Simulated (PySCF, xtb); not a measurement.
Be(I)(NH2) (BeH2IN), SMILES [NH2][Be][I]. The values are those of a single conformer.

Harmonic wavenumbers (cm⁻¹) from GFN2-xTB (xtb) at its own minimum, in rising order: 127, 181, 400, 488, 598, 1212, 1565, 3501, 3507.

Problem. What does B3LYP-D3(BJ)/def2-TZVP in PySCF give at its own minimum? (The exact figures need the calculation; the answer reports its results.)

Solution. 198, 238, 362, 390, 670, 1250, 1575, 3578, 3653. Paired by order, the mean absolute difference is 68 cm⁻¹ and the zero-point energies are 16.6 and 17.0 kcal/mol.
